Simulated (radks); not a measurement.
The numbers below are computed, except where a source is named.
Question: The hydrogen anion H-, [He], held by a Watson sphere: a shell of charge +1 at radius R that stands for the Madelung well of a crystal (potential energy -1/R inside, -1/r outside, in hartree with lengths in bohr). Code: a radial shooting solver on a logarithmic mesh with Libxc functionals. Model: non-relativistic Kohn-Sham, PBEsol, spin-polarised, spherical densities, point nucleus. Response by self-consistent Sternheimer equations with the Hartree and adiabatic LDA kernel. The sphere does not respond.

| R (bohr) | e(1s) (eV) | <r> 1s (bohr) | sum of <r^2> (bohr^2) | X-ray form factor at sin(theta)/lambda = 0.3 1/angstrom | alpha (bohr^3) |
|---|---|---|---|---|---|
| 1.41 | -8.307 | 1.590 | 6.684 | 0.433 | 9.291 |
| 1.55 | -7.889 | 1.646 | 7.170 | 0.400 | 10.62 |
| 2.05 | -6.660 | 1.827 | 8.875 | 0.323 | 16.12 |
| 2.38 | -6.017 | 1.930 | 9.960 | 0.295 | 20.38 |
| 3.05 | -4.981 | 2.103 | 12.03 | 0.268 | 30.53 |

Estimate the row for R = 3.07 bohr.

Answer: e(1s) (eV) -4.954; <r> 1s (bohr) 2.108; sum of <r^2> (bohr^2) 12.09; X-ray form factor at sin(theta)/lambda = 0.3 1/angstrom 0.267; alpha (bohr^3) 30.86.
